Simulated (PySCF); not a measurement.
From one molecule to another.

First species: Epifluorohydrin, C₃H₅FO.
Atom-mapped SMILES: `[F:1][CH2:2][C@@H:3]1[CH2:4][O:5]1` (hydrogens: H6, H7 on C2; H8 on C3; H9, H10 on C4)

Second species: C₃H₈OSe₂.
InChI=1S/C3H8OSe2/c1-4-3-6-5-2/h3H2,1-2H3

Levels: wB97X-D/def2-SVPD for dipole moment, HOMO energy, LUMO energy, HOMO–LUMO gap, static isotropic polarisability and electronic spatial extent ⟨r²⟩ about the centre of nuclear charge; TDDFT wB97X-D/def2-SVPD for lowest singlet excitation; TDA wB97X-D/def2-SVPD for lowest triplet excitation (Tamm–Dancoff); ΔSCF wB97X-D/def2-SVPD for vertical ionisation energy; PBE0-D3(BJ)/def2-SVP for rotational constant A and rotational constant C. Geometries: PBE0-D3(BJ)/def2-SVP. All species are isolated and taken at one optimised geometry, non-relativistic unless stated; the electronic structure was computed with PySCF and density fitting.

Dipoles, sizes and rotational constants follow the conformer. The torsions of the flexible species, by atom-mapped SMILES:
- `[F:1][CH2:2][C@@H:3]1[CH2:4][O:5]1`: F1–C2–C3–C4 -92°
- `[CH3:1][O:2][CH2:3][Se:4][Se:5][CH3:6]`: C1–O2–C3–Se4 -68°, O2–C3–Se4–Se5 -65°, C3–Se4–Se5–C6 -92°

```csv
property,column X,column Y
dipole moment,1.36 D,0.53 D
HOMO energy,-8.21 eV,-10.26 eV
LUMO energy,0.49 eV,2.45 eV
HOMO–LUMO gap,8.70 eV,12.71 eV
lowest singlet excitation,3.94 eV,8.24 eV
lowest triplet excitation (Tamm–Dancoff),3.39 eV,7.83 eV
static isotropic polarisability,102.2 au,40.1 au
vertical ionisation energy,8.38 eV,10.84 eV
electronic spatial extent ⟨r²⟩ about the centre of nuclear charge,1481 bohr²,420 bohr²
rotational constant A,2.467 GHz,14.602 GHz
rotational constant C,0.779 GHz,2.925 GHz
```

**Question.** Which column belongs to which species?

**Answer.** Column X is the second species and column Y the first. The first has 10 atoms and 40 electrons, the second 14 and 102.

**Question.** How does each property change from the first species to the second?

**Answer.** dipole moment +0.83 D; HOMO energy +2.05 eV; LUMO energy -1.96 eV; HOMO–LUMO gap -4.01 eV; lowest singlet excitation -4.30 eV; lowest triplet excitation (Tamm–Dancoff) -4.44 eV; static isotropic polarisability +62.1 au; vertical ionisation energy -2.46 eV; electronic spatial extent ⟨r²⟩ about the centre of nuclear charge +1061 bohr²; rotational constant A -12.135 GHz; rotational constant C -2.146 GHz.

On the first: The 10 singlets span 8.24 to 9.94 eV, and their oscillator strengths add up to 0.26. The principal polarisabilities are 37.3, 37.4 and 45.5 au; their mean is the isotropic value.

On the second: The dipole equals about 4.5 × 10⁻³⁰ C·m (1 D = 3.33564 × 10⁻³⁰ C·m). The polarisability is 15.14 Å³ as a volume (1 au = 0.148185 Å³), or 1.00 au for each of the 102 electrons. The calculation is non-relativistic and has no spin–orbit coupling, an omission that weighs most on selenium.
